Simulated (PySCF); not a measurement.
`C=NB(C)C`. The calculation used PBE0-D3(BJ)/def2-SVP geometry optimisation, gas phase in PySCF 2.14.0.

```
atom  x, y, z in Å
C1     1.7578   -1.4766    0.6990
N2     0.8368   -0.7154    0.3514
B3    -0.1617    0.1309   -0.0589
C4    -1.3852   -0.4504   -0.8850
C5    -0.0759    1.6733    0.3034
H6     1.7381   -2.0180    1.6632
H7     2.6447   -1.6527    0.0618
H8    -2.3157   -0.3170   -0.3071
H9    -1.5191    0.1208   -1.8188
H10   -1.2884   -1.5156   -1.1388
H11   -1.0115    2.0068    0.7822
H12    0.0209    2.2624   -0.6248
H13    0.7656    1.9317    0.9618
```

Task: Give the dihedral angles N2–B3–C4–H10, N2–B3–C5–H12, C5–B3–C4–H10, C5–B3–C4–H9, N2–B3–C4–H9.

Result: N2–B3–C4–H10 -5° (synperiplanar); N2–B3–C5–H12 116° (anticlinal); C5–B3–C4–H10 175° (antiperiplanar); C5–B3–C4–H9 53° (synclinal); N2–B3–C4–H9 -127° (anticlinal). Dihedral signs follow IUPAC: positive where, seen along the central bond, the front bond turns clockwise onto the rear one.

Task: What is the longest distance between nuclei?

Result: H6···H9 and H7···H11, 5.226 Å down to 5.223 Å.

Task: Where is the centre of mass (commonest isotopes), and what is the radius of gyration?

Result: Mass 69.075 u; centre at (0.181, -0.156, 0.076) Å; Rg = √(Σ m r²/M) = 1.729 Å. As Ia + Ib + Ic = 2 Σ m r², the three principal moments sum to 412.9 u·Å².

Task: Work out the bond lengths C1–H6, C1–H7, N2–B3, B3–C4, C4–H9, C4–H10, C5–H11 in Å.

Result: For C1–H6 the difference vector is (-0.0197, -0.5414, 0.9642) Å, of length 1.1060 Å. C1–H6 1.106; C1–H7 1.106; N2–B3 1.372; B3–C4 1.587; C4–H9 1.103; C4–H10 1.099; C5–H11 1.103 Å.

Task: What is the repulsion energy of the bare nuclei, Σ ZA·ZB/RAB?

Result: 152.95 Eh over 78 pairs, with full nuclear charges and distances in bohr; the largest single term is 17.86 Eh (C1 with N2).

Task: How far are the heavy atoms from their best plane (unweighted least squares)?

Result: 0.007 Å rms; none is more than 0.012 Å off.

Task: What are the angles N2–C1–H7, C1–N2–B3, H8–C4–H10, B3–C5–H12?

Result: From the scalar product of the two bond vectors; for N2–C1–H7 it is -0.7294 Å² over 1.2444 × 1.1062 Å², cos θ = -0.5299. N2–C1–H7 122.0°; C1–N2–B3 178.6°; H8–C4–H10 108.2°; B3–C5–H12 109.4°.

Task: Write the matrix of distances between heavy atoms (Å, lower triangle).

Result: 
```
C1    0.000
N2    1.244  0.000
B3    2.616  1.372  0.000
C4    3.666  2.557  1.587  0.000
C5    3.666  2.558  1.587  2.763  0.000
```

Whether it is a minimum is left open (no frequencies).
